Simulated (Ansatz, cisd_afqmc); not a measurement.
Species: BH4, charge -1, singlet. BH4- (SMILES [BH4-]).
B3LYP-D3(BJ)/def2-TZVP minimum from Ansatz (an electronic-structure program):
```
B
H 1 1.2363
H 1 1.2363 2 109.47
H 1 1.2363 2 109.47 3 -120.00
H 1 1.2363 2 109.47 3 120.00
```
Charge -1, spin multiplicity 1.

Total energies in aug-cc-pVDZ, 8 correlated electrons, 1 frozen orbitals. UHF or UKS for unpaired electrons; spin-orbit terms are left out. Correlated methods leave the cores frozen. No relativity. The Monte Carlo rows (phaseless AFQMC, CISD trial, step 0.005/hartree) carry one-sigma bars that omit the constraint's bias. Outlying blocks are dropped, and bars are widened where a walk drifts. Over all cases where full CI ran beside it in this data, AFQMC minus full CI had a median of +0.1 mEh and passed +0.4 mEh in a tenth of the cases.

The bar of a AFQMC/CISD walk is widened from 0.21 to 0.27 mEh, since its error had not levelled off in the blocking analysis.

```tsv
method	program	energy (Eh)	minus CCSDTQ (mEh)
HF	Ansatz	-26.97737	177.41
MP2	Ansatz	-27.12156	33.22
CCSD	Ansatz	-27.14976	5.02
CCSD(T)	Ansatz	-27.15402	0.77
CCSDT(Q)	Ansatz	-27.15477	0.01
CCSDTQ	Ansatz	-27.15478	0.00
AFQMC/CISD	cisd_afqmc	-27.1548 ± 0.0003	0.0 ± 0.3
```

Rough core times of Ansatz's runs on a shared machine: CCSD(T) under 20 s, CCSDT(Q) under 20 s, CCSDTQ 5 min.
